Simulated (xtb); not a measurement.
C$_{7}$H$_{7}$O (SMILES Cc1ccc([O])cc1), doublet, at a GFN2-xTB geometry; GFN1-xTB (xtb).

The xtb input:
```
$ xtb mol.xyz --gfn 1 --uhf 1 --opt --json

# file mol.xyz
15

C     -2.77485450    -0.31397233    -0.09795376
C     -1.29792260    -0.13873099    -0.03622907
C     -0.45540720    -1.26271643     0.02356923
C      0.90039985    -1.13281791     0.06596932
C      1.53805169     0.17123047     0.05117137
O      2.76698655     0.30614444     0.08995023
C      0.63546333     1.30580553    -0.01312065
C     -0.71777593     1.13931539    -0.05441069
H     -3.10307357    -1.07229238     0.61135704
H     -3.06467633    -0.65514815    -1.09371576
H     -3.29368044     0.61901725     0.10676058
H     -0.90589933    -2.24607811     0.03647089
H      1.54792454    -1.99548828     0.11300103
H      1.08227016     2.28858041    -0.02585172
H     -1.36648507     2.00357152    -0.10159847
```

What the program printed (banner, timings and long lists left out):

```
   ID    Z sym.   atoms
    1    6 C      1-5, 7, 8
    2    8 O      6
    3    1 H      9-15

           -------------------------------------------------
          |                Calculation Setup                |
           -------------------------------------------------

           -------------------------------------------------
          |                 G F N 1 - x T B                 |
           -------------------------------------------------

          ...................................................
          :                      SETUP                      :
          :.................................................:
          :  # basis functions                  46          :
          :  # atomic orbitals                  46          :
          :  # shells                           30          :
          :  # electrons                        41          :
          :  # halogen bonds                     0          :
          :  max. iterations                   250          :
          :  Hamiltonian                  GFN1-xTB          :
          :  restarted?                      false          :
          :  GBSA solvation                  false          :
          :  PC potential                    false          :
          :  electronic temp.          300.0000000     K    :
          :  accuracy                    1.0000000          :
          :  -> integral cutoff          0.2500000E+02      :
          :  -> integral neglect         0.1000000E-07      :
          :  -> SCF convergence          0.1000000E-05 Eh   :
          :  -> wf. convergence          0.2000000E-04 e    :
          :  Broyden damping             0.4000000          :
          :  net charge                          0          :
          :  unpaired electrons                  1          :
          ...................................................

 iter      E             dE          RMSdq      gap      omega  full diag
   1    -23.4525812 -0.234526E+02  0.922E+00    3.62       0.0  T
   2    -23.5351869 -0.826058E-01  0.561E+00    3.38       1.0  T
   3    -23.5184412  0.167457E-01  0.172E+00    3.60       1.0  T
   4    -23.5439071 -0.254659E-01  0.249E-01    3.47       1.0  T
   5    -23.5448665 -0.959399E-03  0.845E-02    3.48       1.0  T
   6    -23.5449547 -0.882492E-04  0.736E-03    3.48       3.5  T
   7    -23.5449551 -0.424273E-06  0.183E-03    3.48      14.1  T
   8    -23.5449552 -0.213721E-07  0.816E-04    3.48      31.7  T
   9    -23.5449552 -0.837098E-09  0.138E-04    3.48     186.7  T
  10    -23.5449552 -0.143974E-09  0.403E-05    3.48     640.1  T

   *** convergence criteria satisfied after 10 iterations ***

         :::::::::::::::::::::::::::::::::::::::::::::::::::::
         ::                     SUMMARY                     ::
         :::::::::::::::::::::::::::::::::::::::::::::::::::::
         :: total energy             -23.205860355972 Eh    ::
         :: gradient norm              0.017946861863 Eh/a0 ::
         :: HOMO-LUMO gap              3.481116352982 eV    ::
         ::.................................................::
         :: SCC energy               -23.544955156336 Eh    ::
         :: -> electrostatic           0.055345523004 Eh    ::
         :: repulsion energy           0.345655990770 Eh    ::
         :: dispersion energy         -0.006561190406 Eh    ::
         :: halogen bond corr.         0.000000000000 Eh    ::
         :: add. restraining           0.000000000000 Eh    ::
         :: total charge              -0.000000000000 e     ::
         :::::::::::::::::::::::::::::::::::::::::::::::::::::

      -----------------------------------------------------------
     |                   =====================                   |
     |                        A N C O P T                        |
     |                   =====================                   |
     |               Approximate Normal Coordinate               |
[...]
 * total energy  :   -23.2058604 Eh     change       -0.1327649E-10 Eh
 * total energy  :   -23.2061192 Eh     change       -0.2588391E-03 Eh
 * total energy  :   -23.2061501 Eh     change       -0.3087248E-04 Eh
 * total energy  :   -23.2061524 Eh     change       -0.2316573E-05 Eh
   *** GEOMETRY OPTIMIZATION CONVERGED AFTER 4 ITERATIONS ***
         :: total energy             -23.206152384130 Eh    ::
[...]
    10H     0.05653  0.10846   0.943  0.000  0.000
    11H     0.04435  0.09692   0.956  0.000  0.000
    12H     0.04027  0.09689   0.960  0.000  0.000
    13H     0.06075  0.11925   0.939  0.000  0.000
    14H     0.06086  0.11936   0.939  0.000  0.000
    15H     0.04065  0.09724   0.959  0.000  0.000

Wiberg/Mayer (AO) data.
largest (>0.10) Wiberg bond orders for each atom

 ---------------------------------------------------------------------------
     #   Z sym  total        # sym  WBO       # sym  WBO       # sym  WBO
 ---------------------------------------------------------------------------
     1   6 C    3.994 --     2 C    1.043    11 H    0.983     9 H    0.970
                            10 H    0.955
     2   6 C    3.907 --     8 C    1.310     3 C    1.302     1 C    1.043
     3   6 C    3.995 --     4 C    1.604     2 C    1.302    12 H    0.970
     4   6 C    3.950 --     3 C    1.604     5 C    1.102    13 H    0.970
     5   6 C    3.914 --     6 O    1.636     7 C    1.103     4 C    1.102
     6   8 O    1.919 --     5 C    1.636
     7   6 C    3.947 --     8 C    1.596     5 C    1.103    14 H    0.970
     8   6 C    3.995 --     7 C    1.596     2 C    1.310    15 H    0.969
     9   1 H    1.001 --     1 C    0.970
    10   1 H    0.999 --     1 C    0.955
    11   1 H    1.002 --     1 C    0.983
    12   1 H    1.000 --     3 C    0.970
    13   1 H    1.001 --     4 C    0.970
    14   1 H    1.001 --     7 C    0.970
    15   1 H    1.001 --     8 C    0.969
 ---------------------------------------------------------------------------

Topologies differ in total number of bonds
Writing topology from bond orders to xtbtopo.mol

 dipole moment from electron density (au)
     X       Y       Z
  -2.4058  -0.2886  -0.1055  total (Debye):    6.165

           -------------------------------------------------
          |                Geometry Summary                 |
           -------------------------------------------------

      molecular mass/u    :      107.1301415
   center of mass at/Å    :        0.0852523       0.0096883       0.0030366
  moments of inertia/u·Å² :        0.9402824E+02   0.3276728E+03   0.4185761E+03
rotational constants/cm⁻¹ :        0.1792827E+00   0.5144654E-01   0.4027375E-01

 * 12 selected distances

     #   Z          #   Z                                           value/Å
     2   6 C        3   6 C                                       1.4103021 (max)
     3   6 C        4   6 C                                       1.3646090
     5   6 C        6   8 O                                       1.2277161
     2   6 C        8   6 C                                       1.4082476
     7   6 C        8   6 C                                       1.3657503
     1   6 C        9   1 H                                       1.0911324
     1   6 C       10   1 H                                       1.0932807
     1   6 C       11   1 H                                       1.0895765
     3   6 C       12   1 H                                       1.0859272
     4   6 C       13   1 H                                       1.0835793
     7   6 C       14   1 H                                       1.0835721 (min)
     8   6 C       15   1 H                                       1.0858892

 * 3 distinct bonds (by element types)

   Z      Z             #   av. dist./Å        max./Å        min./Å
   1 H    6 C           7     1.0875653     1.0932807     1.0835721
   6 C    6 C           4     1.3872272     1.4103021     1.3646090
   6 C    8 O           1     1.2277161     1.2277161     1.2277161

optimized geometry written to: xtbopt.xyz

           -------------------------------------------------
          | TOTAL ENERGY              -23.206152384130 Eh   |
          | GRADIENT NORM               0.000379671413 Eh/α |
          | HOMO-LUMO GAP               3.444675301657 eV   |
           -------------------------------------------------

normal termination of xtb
```
